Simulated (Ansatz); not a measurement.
C$_{2}$H$_{6}$BiF (SMILES [CH3][Bi]([CH3])[F]), singlet, geometry from GFN2-xTB (such geometries of metal compounds can be far from the true shape) (core potentials on Bi); PBE/def2-TZVPPD in Ansatz (an electronic-structure program).

Input for Ansatz:
Ansatz 0.2 input:
```yaml
crystal:
  periodic: [false, false, false]
  atoms:
    - {symbol: Bi, position_ang: [0.00186680, -0.03799486, 0.31613113]}
    - {symbol: F, position_ang: [-0.17019300, -1.68305384, -0.97460277]}
    - {symbol: C, position_ang: [1.67304537, 0.81726910, -0.93017815]}
    - {symbol: H, position_ang: [2.63770849, 0.53913158, -0.52922669]}
    - {symbol: H, position_ang: [1.58728887, 1.89442269, -0.96331104]}
    - {symbol: H, position_ang: [1.56965491, 0.41795595, -1.92745814]}
    - {symbol: C, position_ang: [-1.52731760, 1.11164087, -0.87406153]}
    - {symbol: H, position_ang: [-2.52385337, 0.93724106, -0.49330080]}
    - {symbol: H, position_ang: [-1.46840614, 0.77088832, -1.89628044]}
    - {symbol: H, position_ang: [-1.29996684, 2.16795798, -0.83244327]}
basis:
  gaussian:
    orbitals: def2-TZVPPD.json
hamiltonian:
  xc: pbe
```
The basis file holds def2-TZVPPD in the JSON format of the Basis Set Exchange.

Problem. Write the output that Ansatz gives for this input, abridged.

Solution. 
```
Functional definition: PBE
1272 factors; their error is unknown
mean field evaluation 1: about -10703.7657 eV, gradient 1.0e2 eV
mean field evaluation 2: about -10611.6737 eV, gradient 2.2e2 eV
mean field evaluation 4: about -10725.2055 eV, gradient 3.5e1 eV
mean field evaluation 8: about -10727.3408 eV, gradient 1.7e-1 eV
mean field evaluation 16: about -10727.3135 eV, gradient 7.9e-4 eV
mean field -10727.31347975 eV, -394.2214991466 hartree, gradient 5.3e-5 eV, S^2 0.000000; 0 other end points of the search recorded, 0 dependent functions left out
reference -10727.31353372 eV, -394.2215011300 hartree; 25, 25 occupied and 247, 247 virtual orbitals, 1272 factors
Total energy: -10727.31353372 eV, -394.2215011300 hartree
```
